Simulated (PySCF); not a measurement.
Delta-SCF ions had no search for a lower state. Excitations are Tamm–Dancoff values on a coarser integration grid. The basis has no diffuse functions, so Rydberg states are missing or too high.

**C4H4O, SMILES `C#CC(C)=O` (charge 0, multiplicity 1)**

The numbers are results of PySCF 2.14.0 with PBE-D3(BJ)/def2-TZVP // B3LYP-D3(BJ)/def2-TZVP, not measurements.

- HOMO = -6.18 eV
- dipole moment = 2.93 D
- LUMO = -2.77 eV
- HOMO–LUMO gap = 3.42 eV
- S1 excitation (TDA) = 3.65 eV
- S1 oscillator strength = 0.000
- brightest of the four lowest singlets (TDA) = 6.10 eV
- T1 excitation (TDA) = 3.08 eV
- S1–T1 gap (TDA) = 0.56 eV
- vertical ionisation energy (Delta-SCF) = 9.85 eV
- total energy = -229.7895 Ha
- cost = very roughly 100 core-seconds

```xyz
9

C      2.1023     0.1429    -0.8420
C      1.0813     0.3513    -0.2446
C     -0.1671     0.5804     0.4683
C     -1.2402    -0.4537     0.2462
O     -0.3083     1.5450     1.1856
H      3.0146    -0.0231    -1.3622
H     -2.1261    -0.1914     0.8200
H     -0.8737    -1.4382     0.5460
H     -1.4829    -0.5133    -0.8173
```
